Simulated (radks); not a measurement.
Values are calculated unless marked as measured or tabulated.
Ionisation ladder of lutetium, from Lu66+ to Lu70+. Each ion is in the ground configuration listed by NIST, and IE = E(next ion) - E(this ion), with E = 0 for the bare nucleus. Code: a radial shooting solver on a logarithmic mesh with Libxc functionals. Model: Dirac Kohn-Sham, BLYP, spin-unpolarised, spherical densities, finite nucleus; open shells fill j = l - 1/2 first; Fermi nuclear charge, rms radius 5.37 fm.

| species | configuration | E (hartree) | IE, Delta-SCF (eV) | -e(HOMO) (eV) | HOMO | IE, NIST (eV) | kind | error (eV) |
|---|---|---|---|---|---|---|---|---|
| Lu66+ | [He] 2s2 2p1 | -7322.3167 | 17149.1 | 16969.6 | 2p1/2 | 17120 | theory | +29.1 |
| Lu67+ | [He] 2s2 | -6692.0987 | 17671.1 | 17527.8 | 2s1/2 | 17610 | theory | +61.1 |
| Lu68+ | [He] 2s1 | -6042.6965 | 17946.2 | 17812.7 | 2s1/2 | 17928.1 | theory | +18.1 |
| Lu69+ | [He] | -5383.1875 | 72679 | 72077 | 1s1/2 | 72322.9 | theory | +356.1 |
| Lu70+ | 1s1 | -2712.2837 | 73805 | 73271 | 1s1/2 | 73804.4 | theory | +0.6 |

Reference values: NIST Atomic Spectra Database (exp. = measured, semi-emp. = semi-empirical, theory = theoretical value adopted there). The ionisation energy per charge of the ion left behind rises most, in proportion, at Lu69+ ([He]), from 260.09 to 1038.3 eV. Spin polarisation and multiplet splitting are left out, so open shells lie too high by an amount that depends on their filling.

Beside tabulated values, note that spin-unpolarised runs miss the spin-polarisation part of the exchange energy of open shells.
